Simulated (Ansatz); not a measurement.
C2H5S, doublet, at a GFN2-xTB geometry. Base run: CAM-B3LYP/def2-SVP (Ansatz, a program for electronic structure).

Geometry (Å):
```xyz
8

C      0.0060     1.3181    -0.6073
S     -0.1711     0.1151     0.5837
C      0.2220    -1.3736    -0.3852
H      0.7106     1.1579    -1.3997
H     -0.2265     2.3163    -0.2970
H      0.1323    -2.2253     0.2806
H     -0.4835    -1.4594    -1.2060
H      1.2376    -1.2982    -0.7623
```
Charge 0, spin multiplicity 2.
Orbitals are unrestricted.
All else is at Ansatz's defaults.
Base energy -477.12127 Eh.

The base run was repeated with changes; each row names its change, and settings that it needs were set with it.

```csv
change,ΔE vs base (kcal/mol)
base,0.000
"final_grid = 10, 20, 41",0.000
nuclear_model = gaussian,0.192
fitting.mean_field = cc-pVTZ-JKFIT,-0.038
"point_charge = charge:0.5 position_ang:-1.3953, -4.2478, -3.8853",0.85
"point_charge = charge:1.0 position_ang:-2.6807, 2.2548, -4.5413",-2.49
fitting.mean_field = def2-universal-JKFIT,-0.027
lower_state_search = light,0.000
lower_state_search = off,0.000
lower_state_search = full,0.000
forces = on,0.000
```
